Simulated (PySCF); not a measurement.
CH₃AlCl₂. Atoms are numbered in the order given.

```xyz
7

Al     0.2700    -0.1007     0.1815
Cl    -1.4530    -1.2991     0.0201
Cl     0.2179     1.7568    -0.8079
C      1.8338    -0.6796     1.1643
H      2.3082     0.1619     1.6941
H      2.5824    -1.0867     0.4624
H      1.5920    -1.4703     1.8914
```

Coordinates come from a B3LYP-D3(BJ)/def2-SVP optimisation.

All values below come from TDA-PBE0/def2-SVPD (PySCF).

Vertical excitations. Gas-phase values at a fixed geometry.

```csv
state,energy (eV),λ (nm),f,main pairs
S1,6.53,190,0.007,HOMO→LUMO 94 %
S2,6.73,184,0.000,HOMO−1→LUMO 96 %
S3,7.03,176,0.012,HOMO−1→LUMO+1 88 %
S4,7.07,175,0.187,HOMO→LUMO+1 89 %
S5,7.25,171,0.005,"HOMO−2→LUMO+1 75 %, HOMO−2→LUMO 21 %"
S6,7.39,168,0.076,"HOMO−2→LUMO 64 %, HOMO−2→LUMO+1 22 %"
S7,7.62,163,0.005,"HOMO−4→LUMO 78 %, HOMO−3→LUMO+1 16 %"
S8,7.73,160,0.078,"HOMO−3→LUMO 65 %, HOMO−3→LUMO+1 17 %, HOMO−4→LUMO 11 %"
S9,7.80,159,0.082,"HOMO−3→LUMO+1 61 %, HOMO−3→LUMO 18 %, HOMO−4→LUMO+1 10 %"
S10,7.98,155,0.043,HOMO−4→LUMO+1 78 %
T1,6.11,203,0,HOMO→LUMO 95 %
T2,6.36,195,0,HOMO→LUMO+1 92 %
T3,6.61,188,0,HOMO−1→LUMO 97 %
T4,6.68,185,0,HOMO−2→LUMO 90 %
```
Triplets are in the Tamm–Dancoff approximation.
